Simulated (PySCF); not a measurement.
# Radial density of Mo²⁺ (molybdenum, charge +2)

r2SCAN, [Kr] 4d4, high-spin 5D determinant. Calculation: PySCF 2.14, in def2-SVP with the def2 core potential (28 electrons) (5s3p2d1f, 31 functions); a scalar-relativistic core potential. This is the valence pseudo-density: the core potential removes the inner electrons and smooths the orbitals near the nucleus.

```csv
r (bohr),4πr²ρ (e/bohr),4πr²(ρα − ρβ)
0.0355,1.360e-05,0.0000
0.0596,3.734e-05,0.0000
0.100,0.0001007,0.0000
0.169,0.0004871,0.0002
0.284,0.01703,0.0048
0.477,0.6831,0.1014
0.803,7.649,1.1146
1.35,9.035,2.6731
2.27,1.727,1.2147
3.82,0.09396,0.0923
6.43,0.0008219,0.0008
```

Energies and moments cover only the electrons outside the core potential.
